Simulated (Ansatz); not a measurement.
`CBS[SiH3]` + `CC` → `CCBS[SiH3]` + CH₄ at 500 K and 1 bar (formal exchange of groups at a B–C bond).

Isolated molecules relaxed with PBE0-D4/def2-TZVP in Ansatz; ΔE leaves out vibrations. CCSD(T)/CBS adds triple-zeta CCSD(T) − MP2 to the extrapolated MP2 energy (def2 sets, frozen cores). This one scheme is used for every species. One conformer a species, not always the lowest.

| species | CCSD(T)/CBS energy (Eh) | H − E (kJ/mol) | S (J/(mol·K)) |
| --- | --- | --- | --- |
| `CBS[SiH3]` | -753.96029 | 247.4 | 413.0 |
| `CC` | -79.71954 | 220.5 | 259.9 |
| `CCBS[SiH3]` | -793.21725 | 332.0 | 460.6 |
| CH₄ | -40.46206 | 135.6 | 206.8 |

H − E and S are ideal-gas, rigid-rotor, harmonic terms from PBE0-D4/def2-TZVP, for one conformer and one mirror image of each species. 1 Eh = 2625.50 kJ/mol, R = 8.31446 J/(mol·K).

Problem. By hand: ΔE, ΔH, ΔS and ΔG.

Solution. ΔE = (-793.21725) + (-40.46206) − (-753.96029) − (-79.71954) = 0.00052 Eh = 1.4 kJ/mol. Δ(H − E) = 332.0 + 135.6 − 247.4 − 220.5 = -0.3, so ΔH = 1.1 kJ/mol. ΔS = 460.6 + 206.8 − 413.0 − 259.9 = -5.5 J/(mol·K). ΔG = 1.1 − 500 × (-5.5)/1000 = 3.9 kJ/mol.

Problem. By hand: the equilibrium constant, and the temperature at which ΔG would vanish if ΔH and ΔS stayed fixed.

Solution. log₁₀ K = −ΔG/(RT ln 10) = -0.4. ΔH and −TΔS have one sign here, so there is no such temperature.

TΔS isn't small against ΔH here. The sign of ΔG lies within the doubt. A doubt of 5 kJ/mol in ΔE shifts log₁₀ K by 0.5 here. Other conformers and mirror images would add mixing entropy, several J/(mol·K) or more a flexible species. Modes under 60 cm⁻¹, often nearly free rotors, make the harmonic entropy too high. These are equilibria of isolated gas molecules and say nothing of rates. Largest T1 diagnostic: 0.013 (customary marks: 0.02 for closed shells, 0.045 for open ones).

ΔS is within the doubt of such terms, so its sign, and with it that verdict, could turn.
